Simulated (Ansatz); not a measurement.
Conformers of `O[SiH2]N[SiH](O)O`, each relaxed with PBE0-D4/def2-TZVP in Ansatz. CBS adds the triple-zeta coupled-cluster correction to the MP2 limit.

Not all of them had a frequency check.

Conformer A:

Z-matrix (Å, degrees):
```
Si
N 1 1.717
O 1 1.659 2 111.4
H 1 1.486 2 107.1 3 -121.9
H 1 1.477 2 112.4 3 114.8
Si 2 1.717 1 124.2 3 -50.1
H 2 1.009 1 117.2 3 116.7
H 3 0.959 1 116.6 2 -70.2
O 6 1.634 2 107.5 1 5.0
O 6 1.642 2 105.2 1 128.6
H 6 1.479 2 115.4 1 -111.7
H 9 0.963 6 117.1 2 38.3
H 10 0.958 6 116.9 2 164.0
```

Conformer B:

```xyz
13

O     1.689   -1.047   -0.795
Si    0.079   -1.429   -0.934
N    -0.816   -0.038   -0.505
Si   -0.583    0.964    0.872
O    -0.755    2.491    0.297
O     0.871    0.600    1.519
H     2.291   -1.781   -0.659
H    -0.168   -2.590   -0.037
H    -0.284   -1.790   -2.328
H    -1.415    0.341   -1.224
H    -1.551    0.763    1.974
H    -0.902    3.186    0.940
H     1.543    0.331    0.880
```

Conformer C:

```xyz
13

O    -1.067   -0.228   -1.972
Si   -1.288   -1.219   -0.686
N    -0.426   -0.546    0.654
Si    0.506    0.883    0.637
O     1.457    0.780    1.969
O     1.366    0.970   -0.773
H    -0.208    0.203   -2.039
H    -2.750   -1.288   -0.441
H    -0.793   -2.599   -0.948
H    -0.468   -1.028    1.540
H    -0.261    2.146    0.629
H     1.850    1.591    2.295
H     2.082    0.337   -0.865
```

**Question.** Which is lowest in electronic energy at CCSD(T)/CBS (frozen core, def2 sets), and by how much? (Best estimate.)

**Answer.** Computed: A; B lies 0.5 kJ/mol higher, C lies 6.6 kJ/mol higher. Gaps under about 2 kJ/mol don't settle the order.

**Question.** Give the energies relative to A (kJ/mol) with PBE-D4/def2-TZVPP, PBE0-D4/def2-TZVPP, r2SCAN/def2-TZVPP, MP2/def2-TZVPP, CCSD/def2-TZVPP, CCSD(T)/def2-TZVPP, HF/def2-QZVPP. (Estimate.)

**Answer.** Computed: 
| level | B | C |
| --- | --- | --- |
| PBE-D4/def2-TZVPP | 1.0 | 7.8 |
| PBE0-D4/def2-TZVPP | 0.5 | 6.7 |
| r2SCAN/def2-TZVPP | 0.3 | 6.6 |
| MP2/def2-TZVPP | 0.5 | 7.0 |
| CCSD/def2-TZVPP | 0.2 | 6.4 |
| CCSD(T)/def2-TZVPP | 0.5 | 6.9 |
| HF/def2-QZVPP | -0.9 | 4.3 |
